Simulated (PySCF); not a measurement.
Be(H)(NH2) (BeH3N), SMILES [BeH][NH2]. Atoms are numbered in the order given.

```xyz
5

Be     0.0000     0.0000    -0.9552
H      0.0000     0.0000    -2.2883
N      0.0000     0.0000     0.5482
H      0.0000     0.8219     1.1359
H      0.0000    -0.8219     1.1359
```
Charge 0, spin multiplicity 1.

Coordinates come from a TPSSh-D3(BJ)/def2-TZVPD optimisation.

Computed with PySCF with HF/pcSseg-2.

GIAO shieldings, no solvent; atoms alike by connectivity are averaged. δ = σ(ref) − σ: ¹H against TMS (σ = 31.98 ppm); ¹⁵N against NH3 (σ = 262.2 ppm), references at their B3LYP-D3(BJ)/def2-TZVP geometries, non-relativistic.

| atoms | nucleus | count | δ (ppm) |
|---|---|---|---|
| H2 | ¹H | 1 | 3.65 |
| H4, H5 | ¹H | 2 | [?] |
| N3 | ¹⁵N | 1 | 22.6 |

Task: What belongs in the gaps? (Estimate from the structure and the level; the computed values follow.)

Result: 
- H4, H5, δ (ppm): 1.26
